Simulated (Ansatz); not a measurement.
## Molecular dynamics of CH8BNO

The input (input.yaml):

```yaml
crystal:
  periodic: [false, false, false]
  atoms:
    - { symbol: B, position_ang: [0.016396, 0.434881, 0.066665] }
    - { symbol: O, position_ang: [-0.002331, -0.330783, 1.506918] }
    - { symbol: H, position_ang: [-0.800447, -0.818116, 1.672307] }
    - { symbol: H, position_ang: [1.078614, 0.227364, -0.445345] }
    - { symbol: C, position_ang: [-1.30639, 0.10839, -0.780032] }
    - { symbol: H, position_ang: [-2.230128, 0.30871, -0.232423] }
    - { symbol: H, position_ang: [-1.341709, 0.7073, -1.688226] }
    - { symbol: H, position_ang: [-1.337367, -0.933375, -1.092946] }
    - { symbol: "N", position_ang: [-0.0218, 1.810691, 0.853021] }
    - { symbol: H, position_ang: [0.810909, 2.366152, 0.835799] }
    - { symbol: H, position_ang: [-0.820105, 2.400209, 0.717075] }
    - { symbol: H, position_ang: [-0.080543, 0.821976, 1.728487] }
basis:
  gaussian: { orbitals: "6-31G*" }
hamiltonian:
  xc: hf
md:
  timestep: 0.5
  n_steps: 200
  ensemble: nve
  temperature: 300.0
  initial_velocities: maxwell_boltzmann
  seed: 9135
```

Launched with:

```bash
$ ansatz run input.yaml --threads 1 --pin off --max-ram 2048MiB --backend cpu --events-out ev --progress --plain --runs-dir out
```

It starts at the highest image of a converged band. Of that band: The profile has 4 maxima (images 1, 3, 5, 7) with wells between them (images 2, 4, 6): this band takes more than one step, which may be the mechanism or a detour left from its start path. A structure lower than the first end lies on the path between it and the top, so the climb from that side starts below the end, which may itself be a saddle point or a shallow side well. Neighbouring images differ by up to 1.5 eV, so the band resolves the path poorly. A vibrational analysis at the climbing image gives one clearly imaginary mode, 1801i cm⁻¹: a first-order saddle point.

Output, in part (one step line in 4, the closing report, with atoms numbered from 0):

```
md step     0: t =     0.00 fs  T =   300.0 K  F+E_penalty+E_count = -5347.20584439 eV  E_kin = 0.387780 eV  conserved = -5346.81806440 eV  (32 SCF iters)
md step     4: t =     2.00 fs  T =   221.2 K  F+E_penalty+E_count = -5347.10258285 eV  E_kin = 0.285927 eV  conserved = -5346.81665594 eV  (32 SCF iters)
md step     8: t =     4.00 fs  T =   161.2 K  F+E_penalty+E_count = -5347.02532537 eV  E_kin = 0.208414 eV  conserved = -5346.81691116 eV  (32 SCF iters)
md step    12: t =     6.00 fs  T =   129.8 K  F+E_penalty+E_count = -5346.98460658 eV  E_kin = 0.167809 eV  conserved = -5346.81679782 eV  (32 SCF iters)
md step    16: t =     8.00 fs  T =   127.7 K  F+E_penalty+E_count = -5346.98155058 eV  E_kin = 0.165005 eV  conserved = -5346.81654586 eV  (32 SCF iters)
md step    20: t =    10.00 fs  T =   212.5 K  F+E_penalty+E_count = -5347.09069122 eV  E_kin = 0.274731 eV  conserved = -5346.81596070 eV  (32 SCF iters)
md step    24: t =    12.00 fs  T =   469.7 K  F+E_penalty+E_count = -5347.42431334 eV  E_kin = 0.607129 eV  conserved = -5346.81718389 eV  (31 SCF iters)
md step    28: t =    14.00 fs  T =   659.4 K  F+E_penalty+E_count = -5347.67281414 eV  E_kin = 0.852283 eV  conserved = -5346.82053088 eV  (31 SCF iters)
md step    32: t =    16.00 fs  T =   755.5 K  F+E_penalty+E_count = -5347.79474279 eV  E_kin = 0.976502 eV  conserved = -5346.81824059 eV  (31 SCF iters)
md step    36: t =    18.00 fs  T =   873.5 K  F+E_penalty+E_count = -5347.94805718 eV  E_kin = 1.129146 eV  conserved = -5346.81891109 eV  (31 SCF iters)
md step    40: t =    20.00 fs  T =   835.8 K  F+E_penalty+E_count = -5347.89599376 eV  E_kin = 1.080303 eV  conserved = -5346.81569121 eV  (31 SCF iters)
md step    44: t =    22.00 fs  T =  1108.8 K  F+E_penalty+E_count = -5348.25492468 eV  E_kin = 1.433228 eV  conserved = -5346.82169702 eV  (31 SCF iters)
md step    48: t =    24.00 fs  T =   978.1 K  F+E_penalty+E_count = -5348.07842261 eV  E_kin = 1.264275 eV  conserved = -5346.81414736 eV  (31 SCF iters)
md step    52: t =    26.00 fs  T =  1088.7 K  F+E_penalty+E_count = -5348.23139843 eV  E_kin = 1.407232 eV  conserved = -5346.82416647 eV  (31 SCF iters)
md step    56: t =    28.00 fs  T =   720.8 K  F+E_penalty+E_count = -5347.74694541 eV  E_kin = 0.931739 eV  conserved = -5346.81520607 eV  (32 SCF iters)
md step    60: t =    30.00 fs  T =   741.5 K  F+E_penalty+E_count = -5347.77546732 eV  E_kin = 0.958519 eV  conserved = -5346.81694840 eV  (31 SCF iters)
md step    64: t =    32.00 fs  T =   922.4 K  F+E_penalty+E_count = -5348.01358009 eV  E_kin = 1.192267 eV  conserved = -5346.82131317 eV  (30 SCF iters)
md step    68: t =    34.00 fs  T =  1023.2 K  F+E_penalty+E_count = -5348.14294559 eV  E_kin = 1.322577 eV  conserved = -5346.82036899 eV  (31 SCF iters)
md step    72: t =    36.00 fs  T =  1051.5 K  F+E_penalty+E_count = -5348.17767680 eV  E_kin = 1.359181 eV  conserved = -5346.81849565 eV  (31 SCF iters)
md step    76: t =    38.00 fs  T =   935.6 K  F+E_penalty+E_count = -5348.02568366 eV  E_kin = 1.209379 eV  conserved = -5346.81630511 eV  (32 SCF iters)
md step    80: t =    40.00 fs  T =  1053.4 K  F+E_penalty+E_count = -5348.18324303 eV  E_kin = 1.361623 eV  conserved = -5346.82162024 eV  (31 SCF iters)
md step    84: t =    42.00 fs  T =   873.0 K  F+E_penalty+E_count = -5347.94181446 eV  E_kin = 1.128477 eV  conserved = -5346.81333700 eV  (33 SCF iters)
md step    88: t =    44.00 fs  T =  1090.3 K  F+E_penalty+E_count = -5348.23137628 eV  E_kin = 1.409309 eV  conserved = -5346.82206723 eV  (31 SCF iters)
md step    92: t =    46.00 fs  T =  1011.6 K  F+E_penalty+E_count = -5348.12435633 eV  E_kin = 1.307658 eV  conserved = -5346.81669860 eV  (32 SCF iters)
md step    96: t =    48.00 fs  T =  1107.0 K  F+E_penalty+E_count = -5348.24920423 eV  E_kin = 1.430889 eV  conserved = -5346.81831496 eV  (32 SCF iters)
md step   100: t =    50.00 fs  T =  1116.8 K  F+E_penalty+E_count = -5348.26346855 eV  E_kin = 1.443632 eV  conserved = -5346.81983650 eV  (31 SCF iters)
md step   104: t =    52.00 fs  T =  1082.9 K  F+E_penalty+E_count = -5348.22096871 eV  E_kin = 1.399765 eV  conserved = -5346.82120367 eV  (31 SCF iters)
md step   108: t =    54.00 fs  T =   927.4 K  F+E_penalty+E_count = -5348.01506395 eV  E_kin = 1.198722 eV  conserved = -5346.81634181 eV  (33 SCF iters)
md step   112: t =    56.00 fs  T =   956.3 K  F+E_penalty+E_count = -5348.05328998 eV  E_kin = 1.236135 eV  conserved = -5346.81715508 eV  (33 SCF iters)
md step   116: t =    58.00 fs  T =  1178.6 K  F+E_penalty+E_count = -5348.34501016 eV  E_kin = 1.523473 eV  conserved = -5346.82153690 eV  (32 SCF iters)
md step   120: t =    60.00 fs  T =  1097.5 K  F+E_penalty+E_count = -5348.23428139 eV  E_kin = 1.418586 eV  conserved = -5346.81569507 eV  (33 SCF iters)
md step   124: t =    62.00 fs  T =  1151.4 K  F+E_penalty+E_count = -5348.30877236 eV  E_kin = 1.488238 eV  conserved = -5346.82053468 eV  (32 SCF iters)
md step   128: t =    64.00 fs  T =  1004.5 K  F+E_penalty+E_count = -5348.11619194 eV  E_kin = 1.298417 eV  conserved = -5346.81777484 eV  (32 SCF iters)
md step   132: t =    66.00 fs  T =   978.3 K  F+E_penalty+E_count = -5348.08237319 eV  E_kin = 1.264529 eV  conserved = -5346.81784412 eV  (33 SCF iters)
md step   136: t =    68.00 fs  T =  1014.6 K  F+E_penalty+E_count = -5348.12925073 eV  E_kin = 1.311529 eV  conserved = -5346.81772174 eV  (33 SCF iters)
md step   140: t =    70.00 fs  T =  1178.3 K  F+E_penalty+E_count = -5348.34523033 eV  E_kin = 1.523056 eV  conserved = -5346.82217421 eV  (32 SCF iters)
md step   144: t =    72.00 fs  T =  1063.9 K  F+E_penalty+E_count = -5348.19243533 eV  E_kin = 1.375219 eV  conserved = -5346.81721670 eV  (32 SCF iters)
md step   148: t =    74.00 fs  T =  1013.4 K  F+E_penalty+E_count = -5348.12727125 eV  E_kin = 1.309874 eV  conserved = -5346.81739724 eV  (33 SCF iters)
md step   152: t =    76.00 fs  T =  1076.4 K  F+E_penalty+E_count = -5348.21138128 eV  E_kin = 1.391360 eV  conserved = -5346.82002095 eV  (33 SCF iters)
md step   156: t =    78.00 fs  T =  1018.1 K  F+E_penalty+E_count = -5348.13348989 eV  E_kin = 1.316029 eV  conserved = -5346.81746127 eV  (32 SCF iters)
md step   160: t =    80.00 fs  T =  1034.3 K  F+E_penalty+E_count = -5348.15486252 eV  E_kin = 1.336929 eV  conserved = -5346.81793368 eV  (32 SCF iters)
md step   164: t =    82.00 fs  T =  1132.0 K  F+E_penalty+E_count = -5348.28348411 eV  E_kin = 1.463218 eV  conserved = -5346.82026622 eV  (32 SCF iters)
md step   168: t =    84.00 fs  T =  1072.5 K  F+E_penalty+E_count = -5348.20484242 eV  E_kin = 1.386284 eV  conserved = -5346.81855856 eV  (34 SCF iters)
md step   172: t =    86.00 fs  T =   962.2 K  F+E_penalty+E_count = -5348.06018793 eV  E_kin = 1.243750 eV  conserved = -5346.81643812 eV  (33 SCF iters)
md step   176: t =    88.00 fs  T =  1066.9 K  F+E_penalty+E_count = -5348.20044096 eV  E_kin = 1.379011 eV  conserved = -5346.82142974 eV  (32 SCF iters)
md step   180: t =    90.00 fs  T =   983.9 K  F+E_penalty+E_count = -5348.09061758 eV  E_kin = 1.271782 eV  conserved = -5346.81883555 eV  (32 SCF iters)
md step   184: t =    92.00 fs  T =   920.8 K  F+E_penalty+E_count = -5348.00653777 eV  E_kin = 1.190197 eV  conserved = -5346.81634049 eV  (34 SCF iters)
md step   188: t =    94.00 fs  T =  1100.9 K  F+E_penalty+E_count = -5348.24322862 eV  E_kin = 1.423062 eV  conserved = -5346.82016662 eV  (33 SCF iters)
md step   192: t =    96.00 fs  T =  1170.9 K  F+E_penalty+E_count = -5348.33401492 eV  E_kin = 1.513446 eV  conserved = -5346.82056868 eV  (32 SCF iters)
md step   196: t =    98.00 fs  T =   950.9 K  F+E_penalty+E_count = -5348.04508996 eV  E_kin = 1.229075 eV  conserved = -5346.81601452 eV  (33 SCF iters)
md step   200: t =   100.00 fs  T =   973.7 K  F+E_penalty+E_count = -5348.07723116 eV  E_kin = 1.258596 eV  conserved = -5346.81863496 eV  (34 SCF iters)
Total energy: -5348.07723116 eV, -196.5382131880 hartree
Atom 0 at     0.036245    -0.828432     0.154475 Å, force     0.772804     1.933562    -3.934149 eV/Å
Atom 1 at    -0.126810    -1.483506     1.267885 Å, force     0.440738    -1.083910     1.973313 eV/Å
Atom 2 at    -0.924340    -1.341486     1.754529 Å, force    -0.229282    -0.008385    -0.257782 eV/Å
Atom 3 at     1.189050    -0.828026    -0.471637 Å, force    -1.812491    -0.344618     1.321785 eV/Å
Atom 4 at    -1.133720     0.092720    -0.530215 Å, force     0.447437     0.636523     0.306791 eV/Å
Atom 5 at    -2.063866     0.124635     0.033316 Å, force    -0.004137    -0.079246     0.235595 eV/Å
Atom 6 at    -0.768561     1.141556    -0.564498 Å, force    -0.181726    -0.644431     0.118071 eV/Å
Atom 7 at    -1.445531    -0.109301    -1.560597 Å, force     0.546388    -0.418554     0.228660 eV/Å
Atom 8 at    -0.128927     3.712998     0.787021 Å, force     0.397589    -0.264556     1.741859 eV/Å
Atom 9 at     0.815338     3.682393     0.453144 Å, force     0.322051    -1.195338     0.081575 eV/Å
Atom 10 at    -0.164287     4.708769     0.874077 Å, force    -1.047832     0.343255     0.539446 eV/Å
Atom 11 at    -0.164553     3.298332     1.769021 Å, force     0.348461     1.125699    -2.355164 eV/Å
Dipole moment:    -0.073309     0.348247     0.404084 e Å
```

The run went to its last step. The conserved energy stayed within 0.51 meV per atom of its start (net change -0.048 meV per atom), so the integration is sound. The kinetic energy rose, since the run started high on the potential surface and went downhill. It ends in pieces (CH5BO + H3N), so much of that is their flight and rotation, not heat. A run of 0.1 ps of so small a system gives no equilibrium averages. The orbitals stay closed-shell, which can raise the energy where a bond breaks towards radicals; this wasn't checked here.

Between its relaxed ends the band would form B1–N9, O2–H12 and break B1–O2, N9–H12. These pairs go: B1–N9 1.59 → 4.59 Å, O2–H12 1.18 → 4.81 Å, B1–O2 1.63 → 1.30 Å, N9–H12 1.32 → 1.07 Å. In the last frame they stand as before the step (other bonds may differ from the relaxed reactants and products). It ends as CH5BO + H3N. Pairs count as bonded within 1.25 times the sum of covalent radii (0.12 Å more for H–H).

Last frame:

```xyz
12
Properties=species:S:1:pos:R:3
B 0.036 -0.828 0.154
O -0.127 -1.484 1.268
H -0.924 -1.341 1.754
H 1.189 -0.828 -0.472
C -1.134 0.093 -0.530
H -2.064 0.125 0.033
H -0.769 1.142 -0.565
H -1.446 -0.109 -1.561
N -0.129 3.713 0.787
H 0.815 3.682 0.453
H -0.164 4.709 0.874
H -0.165 3.298 1.769
```

The run took 3.9 min on 1 thread of Arm Neoverse V2, with other jobs on the host, peak memory 0.15 GiB.
